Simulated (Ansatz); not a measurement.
Interaction energy ladder

The pair of K⁺ (SMILES [K+], atom 1) and Si$_{2}$H$_{6}$ (SMILES [SiH3][SiH3], atoms 2–9), both closed shells, in one local arrangement (a lower one may exist), relaxed at PBE0-D4/def2-TZVP:

```xyz
9
angstrom
K -0.5405 0.3120 -4.2274
Si -0.3995 -0.3043 1.6193
Si 0.5392 0.2163 -0.4600
H -1.8111 -0.6984 1.3847
H 0.3686 -1.4275 2.2068
H -0.3269 0.9035 2.4755
H -0.2352 1.3032 -1.1522
H 0.4449 -0.9478 -1.4069
H 1.9603 0.6432 -0.4398
```

Program: Ansatz 0.2.0. Basis: def2-TZVPPD, with def2-QZVPPD for the basis limit. Cores are frozen in the correlated methods. The outer core shell of Li, Na, Mg and K is correlated. The def2 sets are not built for correlating such inner shells, so the correlated values are less sure here. B3LYP uses VWN-RPA correlation. Extrapolation: Hartree–Fock as exp(−7.88 √X), correlation as X^−2.97. Interaction energies count from these two fragments, frozen as in the pair, with the counterpoise correction; negative means bound.

Problem. What is the interaction energy by CCSD(T) at an estimated basis limit (MP2 extrapolated from triple and quadruple zeta, plus CCSD(T) − MP2 in triple zeta)? (An estimate is asked for; the value comes from the calculation.)

Solution. The calculation gives: -29.7 kJ/mol. Hartree–Fock alone gives -25.9 kJ/mol at the basis limit. It counts from the two fragments frozen as in the pair.

The same quantity by other methods in triple zeta, and each one's difference from that estimate:
```tsv
method	E_int (kJ/mol)	difference
PBE-D4	-39.6	-9.9
revPBE-D4	-44.4	-14.7
BLYP-D4	-46.5	-16.7
r2SCAN-D4	-31.2	-1.5
B97M-V	-29.9	-0.2
PBE0-D4	-37.8	-8.0
B3LYP-D4	-43.8	-14.0
HSE06-D4	-37.7	-8.0
wB97X-V	-29.7	0.0
wB97M-V	-30.4	-0.7
B2PLYP	-28.4	1.4
HF	-25.6	4.1
MP2	-28.7	1.1
CCSD	-28.1	1.7
CCSD(T)	-28.4	1.3
```
Differences are method less estimate.

Energy to bend the free fragments (PBE0-D4 minima) into their shapes in the pair, CCSD(T)/def2-TZVPPD: Si$_{2}$H$_{6}$ 4.0 kJ/mol. This must be added to the interaction energy to get the binding energy from relaxed fragments.

Basis-set superposition shift (counterpoise-corrected less uncorrected): CCSD(T) 1.8; MP2 1.7; HF 0.2; PBE0-D4 0.4; wB97M-V 0.4 kJ/mol.

No T1 diagnostic of these runs exceeds 0.013.

For scale, one of the runs: CCSD(T)/def2-TZVPPD, 234 basis functions, launched by `ansatz run in.yaml --threads 4 --pin off --events-out ev --progress --plain --max-ram 9574MiB`. The run took 54 s on 4 CPU threads of an Arm Neoverse V1 (shared host), with 3.8 GiB of host memory at its peak.
